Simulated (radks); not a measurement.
Q: Coherent X-ray form factor from a spherical all-electron density. Calculated with a radial shooting solver on a logarithmic mesh with Libxc functionals: scalar-relativistic Kohn-Sham, LB94 model potential, spin-polarised, spherical densities, finite nucleus; Fermi nuclear charge, rms radius of each element as measured or else 0.836 A^(1/3) + 0.57 fm.

sin(theta)/lambda (1/angstrom),f0 (electrons)
0.05,13.462
0.1,12.207
0.15,10.862
0.2,9.760
0.25,8.927
0.3,8.276
0.4,7.214
0.5,6.241
0.6,5.318
0.8,3.772
1,2.731
1.25,1.995
1.5,1.620
2,1.274

The species is in the configuration that NIST lists as its ground one. Which atom or ion scatters so?

A: Neutral silicon, [Ne] 3s2 3p2. Extrapolating in s^2 from the first two rows gives f0(0) = 13.9, near the electron count 14; among species with that count, the fall with angle is slower the higher Z, and the table is that of Z = 14; from so few rows the species is fixed only to a neighbour or two.
